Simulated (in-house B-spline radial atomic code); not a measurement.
Inner-shell binding energies (edges) and X-ray emission energies of free atoms and ions, as differences of relaxed hole-state energies with first-order Breit, QED and recoil terms, without correlation or multiplet splittings, in NIST's listed ground configurations. For neutral atoms such line energies lie within some 1 to 5 eV of tabulated X-ray lines (up to 20 eV for the heaviest). K = 1s, L1 = 2s. A dash marks a subshell that is part filled or wasn't run, or a line left out. Computed with a B-spline radial code for spherical atoms: Dirac-Hartree-Fock, average of the configuration, finite nuclei.

| ion | configuration | K edge (eV) | L1 edge (eV) |
| --- | --- | --- | --- |
| Kr3+ | [Ar] 3d10 4s2 4p3 | 14370.9 | 1974.72 |
| Rb3+ | [Ar] 3d10 4s2 4p4 | ? | ? |
| Sr3+ | [Ar] 3d10 4s2 4p5 | ? | ? |
| Zr3+ | [Kr] 4d1 | 18036.6 | 2577.49 |
| Nb3+ | [Kr] 4d2 | 19026 | 2744.46 |
| Mo3+ | [Kr] 4d3 | 20043.6 | 2916.91 |
| Tc3+ | [Kr] 4d4 | 21089.9 | 3094.95 |

Question: Fill in the row of Rb3+.

Answer: K edge (eV): 15244.7; L1 edge (eV): 2116.34.

Question: Fill in the row of Sr3+.

Answer: K edge (eV): 16146.1; L1 edge (eV): 2263.4.
